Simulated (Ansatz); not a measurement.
Cost and result for the atomization energy of BrFZn (`[F][Zn][Br]`) (3 atoms, 2 bonds).

The species carries charge 0 and has multiplicity 1. For Zn the d shell is correlated and the shells below it are frozen. Correlated methods include outer-core shells of Br, which these sets cover unevenly. Scalar relativity is left out up to krypton. All single points use the PBE0-D4/def2-TZVP geometry. Program: Ansatz. All runs use 4 threads of an Arm Neoverse V1 on a shared host. Times are those of one run each, without the atoms' runs, and a repeat can differ threefold. Electronic energies, without spin–orbit coupling; frozen cores. CCSD(T)/CBS adds CCSD(T) − MP2 in def2-TZVPP to the MP2 limit, and its time is that of the two runs behind it. T1 = 0.014. With those shells the extrapolation isn't a true limit. B3LYP takes the VWN-RPA correlation (the form of Gaussian; ORCA's B3LYP/G). HSE06 is the plane-wave form, built on full-range PBE exchange.

CCSD(T)/CBS is a level of theory with its own doubt, some kJ/mol a heavy atom from the limit and from the frozen cores, so smaller differences don't rank the functionals.

| level | functions | wall time | atomization (kcal/mol) | difference from CCSD(T)/CBS | per bond |
| --- | --- | --- | --- | --- | --- |
| revPBE-D4/def2-TZVPP | 143 | 0.9 s | 157.5 | -10.6 | -5.3 |
| CCSD(T)/def2-SVP | 77 | 1 s | 149.2 | -18.9 | -9.5 |
| PBE0-D4/def2-TZVPP | 143 | 1.3 s | 161.4 | -6.7 | -3.3 |
| HSE06-D4/def2-TZVPP | 143 | 1.6 s | 161.7 | -6.4 | -3.2 |
| BHLYP-D4/def2-TZVPP | 143 | 1.6 s | 149.8 | -18.3 | -9.1 |
| B3LYP-D4/def2-TZVPP (with forces) | 143 | 1.9 s | 155.0 | -13.1 | -6.6 |
| CAM-B3LYP-D4/def2-TZVPP | 143 | 2.2 s | 160.6 | -7.5 | -3.8 |
| PBE-QIDH/def2-TZVPP | 143 | 2.4 s | 165.2 | -2.9 | -1.5 |
| r2SCANh-D4/def2-TZVPP | 143 | 2.7 s | 165.1 | -3.0 | -1.5 |
| B97M-V/def2-TZVPP | 143 | 3.6 s | 159.4 | -8.7 | -4.4 |
| MP2/def2-QZVPP | 246 | 5.5 s | 178.5 | 10.4 | 5.2 |
| CCSD(T)/def2-TZVPP | 143 | 8 s | 157.7 | -10.4 | -5.2 |
| CCSD(T)/CBS(def2) | – | 14 s | 168.1 | 0.0 | 0.0 |

From BLYP to BHLYP (50 % exact exchange), in def2-TZVPP and without D4, the atomization energy moves by −4.7 kcal/mol: exact exchange takes away binding that semilocal exchange gives to molecules. The D4 term adds +1.8 kcal/mol with B3LYP and +0.9 kcal/mol with PBE0; it sums over pairs of atoms, weighted by their polarisabilities, and B3LYP, whose exchange is more repulsive, gets the larger term. In def2-TZVPP, CCSD(T) changes the Hartree–Fock value by +41.9 kcal/mol (the triples alone add +3.6 kcal/mol) and MP2 by +55.7 kcal/mol; breaking electron pairs costs correlation energy, which Hartree–Fock lacks.
